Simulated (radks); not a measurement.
The numbers below are computed, except where a source is named.
Q: These are the eigenvalues of the occupied orbitals of an atom or ion with whole-number occupations (hartree). Code: a radial shooting solver on a logarithmic mesh with Libxc functionals. Model: scalar-relativistic Kohn-Sham, XLYP, spin-polarised, spherical densities, finite nucleus; Fermi nuclear charge, rms radius of each element as measured or else 0.836 A^(1/3) + 0.57 fm.

1s up: -2284.590
1s down: -2284.589
2s up: -415.7088
2s down: -415.6104
2p up: -370.4882
2p down: -370.4091
3s up: -120.1241
3s down: -120.0772
3p up: -106.4846
3p down: -106.4322
3d up: -89.98779
3d down: -89.90705
4s up: -48.06954
4s down: -47.82761
4p up: -43.20908
4p down: -42.97045
4d up: -36.96161
4d down: -36.72527

Which element is it, and in what charge state? The configuration may be excited. Open shells, if any, are filled with parallel spins first.

A: Z = 70, ytterbium, charge +27: Yb27+ in [Kr] 4d7. The list shows which subshells hold electrons but not how many an open one holds; the 1s level, -2284.6 hartree, gives Z - s = 67.6 by -(Z - s)^2/2, which with screening and relativity narrows Z to a few neighbours, and the depths of the outer levels then fix element, charge and occupations together.
